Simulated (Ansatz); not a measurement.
[(OH)3Hf]2S (Hf2SO6H6), relaxed as a singlet with RKS r2SCAN-D4/def2-SVP in Ansatz, starting from the GFN1-xTB geometry. Force threshold 0.02 eV/Å.

In the def2 sets Hf takes a core potential; there is no spin–orbit coupling.

Start:

```xyz
15

Hf    0.587    0.522    1.576
O     2.233    1.389    1.825
O    -0.299    0.368    3.224
O     0.829   -1.158    0.722
S    -0.740    1.808    0.064
Hf   -0.868   -0.003   -1.526
O    -1.950    0.594   -2.941
O    -1.709   -1.493   -0.731
O     0.848   -0.443   -2.184
H     2.941    1.894    2.224
H    -0.643    0.250    4.109
H     1.358   -1.655    0.093
H    -2.714    0.582   -3.519
H    -1.417   -2.158   -0.103
H     1.547   -0.499   -2.835
```

| step | energy (eV) | largest force component (eV/Å) | SCF passes |
| --- | --- | --- | --- |
| 1 | -25824.1711 | 1.751 | 20 |
| 2 | -25824.5386 | 0.628 | 24 |
| 3 | -25824.6098 | 0.262 | 25 |
| 4 | -25824.6668 | 0.397 | 26 |
| 5 | -25824.7368 | 0.369 | 25 |
| 6 | -25824.7646 | 0.344 | 26 |
| 7 | -25824.7789 | 0.561 | 25 |
| 8 | -25824.8126 | 0.301 | 27 |
| 9 | -25824.8172 | 0.437 | 24 |
| 10 | -25824.8385 | 0.181 | 25 |
| 11 | -25824.8446 | 0.162 | 27 |
| 13 | -25824.8500 | 0.065 | 20 |
| 15 | -25824.8521 | 0.038 | 20 |
| 17 | -25824.8539 | 0.275 | 20 |
| 19 (rejected) | -25824.8528 | 0.282 | 20 |
| 21 | -25824.8573 | 0.048 | 20 |
| 23 | -25824.8591 | 0.056 | 20 |
| 25 | -25824.8610 | 0.192 | 20 |
| 27 | -25824.8615 | 0.113 | 20 |
| 29 (rejected) | -25824.8596 | 0.471 | 20 |
| 31 | -25824.8642 | 0.116 | 20 |
| 33 | -25824.8646 | 0.070 | 21 |
| 35 | -25824.8649 | 0.029 | 21 |
| 36 | -25824.8650 | 0.016 | 22 |

Force components are those of the run's own axes.

End:

```xyz
15

Hf    0.6485    0.7493    1.7649
O     2.2660    1.7935    1.8830
O    -0.0526    0.2312    3.4878
O     0.8334   -0.7914    0.4773
S    -0.9982    1.7129    0.3290
Hf   -0.7041   -0.3272   -1.2081
O    -1.6020    0.4490   -2.7298
O    -1.8134   -1.8418   -0.7162
O     0.9908   -0.8826   -2.1091
H     2.9468    2.4661    1.9209
H    -0.5669    0.0128    4.2653
H     1.5356   -1.2241   -0.0352
H    -2.0250    1.0330   -3.3594
H    -2.5623   -2.4091   -0.9084
H     1.1033   -0.9717   -3.0621
```

By distances, no bond broke or formed. The bond that changes most is O4–Hf6, from 3.04 to 2.33 Å (atoms count from 1).

The force fell under the threshold at step 30, but the optimiser went on. No frequencies were taken in this run, so the end may be a saddle point.

Hardware: 2 threads of AMD EPYC 7R13 on a shared host and a share (18 GiB) of an NVIDIA H100 80GB HBM3. Wall time 1.7 min, peak host memory 0.87 GiB.
